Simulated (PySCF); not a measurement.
## Curvature of the energy in the electron number along the 4d series, charge +2

Calculated with PySCF 2.14, in aug-cc-pVDZ-PP with ECP28MDF, ECP: one orbital is emptied in steps, and each cell gives the departure of E from the straight line at half an electron, in eV (from a cubic fit). The exact functional gives zero.

```json
{"species": "Zr²⁺", "orbital": "4d alpha", "LDA": "-1.32", "PBE": "-1.31", "r2SCAN": "-1.24", "PBE0": "-0.95", "BHandHLYP": "-0.61", "LC-wPBE": "-0.25", "wB97X": "-0.32", "UHF": "0.13"}
{"species": "Nb²⁺", "orbital": "4d alpha", "LDA": "-1.41", "PBE": "-1.38", "r2SCAN": "-1.29", "PBE0": "-0.99", "BHandHLYP": "-0.62", "LC-wPBE": "-0.27", "wB97X": "-0.35", "UHF": "0.18"}
{"species": "Mo²⁺", "orbital": "4d alpha", "LDA": "-1.49", "PBE": "-1.46", "r2SCAN": "-1.36", "PBE0": "-1.04", "BHandHLYP": "-0.63", "LC-wPBE": "-0.31", "wB97X": "-0.39", "UHF": "0.23"}
{"species": "Tc²⁺", "orbital": "4d alpha", "LDA": "-1.58", "PBE": "-1.56", "r2SCAN": "-1.47", "PBE0": "-1.10", "BHandHLYP": "-0.65", "LC-wPBE": "-0.38", "wB97X": "-0.45", "UHF": "0.27"}
{"species": "Ru²⁺", "orbital": "4d beta", "LDA": "-1.54", "PBE": "-1.51", "r2SCAN": "-1.35", "PBE0": "-1.05", "BHandHLYP": "-0.63", "LC-wPBE": "-0.32", "wB97X": "-0.43", "UHF": "0.32"}
{"species": "Rh²⁺", "orbital": "4d beta", "LDA": "-1.65", "PBE": "-1.61", "r2SCAN": "-1.49", "PBE0": "-1.12", "BHandHLYP": "-0.66", "LC-wPBE": "-0.39", "wB97X": "-0.50", "UHF": "0.36"}
{"species": "Pd²⁺", "orbital": "4d beta", "LDA": "-1.73", "PBE": "-1.69", "r2SCAN": "-1.57", "PBE0": "-1.17", "BHandHLYP": "-0.67", "LC-wPBE": "-0.45", "wB97X": "-0.54", "UHF": "0.40"}
{"species": "Ag²⁺", "orbital": "4d beta", "LDA": "-1.81", "PBE": "-1.76", "r2SCAN": "-1.64", "PBE0": "-1.22", "BHandHLYP": "-0.68", "LC-wPBE": "-0.50", "wB97X": "-0.57", "UHF": "0.44"}
{"species": "Cd²⁺", "orbital": "4d beta", "LDA": "-1.90", "PBE": "-1.86", "r2SCAN": "-1.75", "PBE0": "-1.28", "BHandHLYP": "-0.70", "LC-wPBE": "-0.58", "wB97X": "-0.64", "UHF": "0.49"}
```

Q: How does the mean departure depend on the functional?

A: LDA -1.60 eV; PBE -1.57 eV; r2SCAN -1.46 eV; PBE0 -1.10 eV; BHandHLYP -0.65 eV; LC-wPBE -0.38 eV; wB97X -0.46 eV; UHF 0.31 eV. Semilocal functionals are convex (delocalisation error), Hartree-Fock is concave or straight, and exact exchange removes curvature roughly in proportion to its share, so among the functionals the range-separated hybrids usually come closest to zero.

No spin-orbit coupling is included.
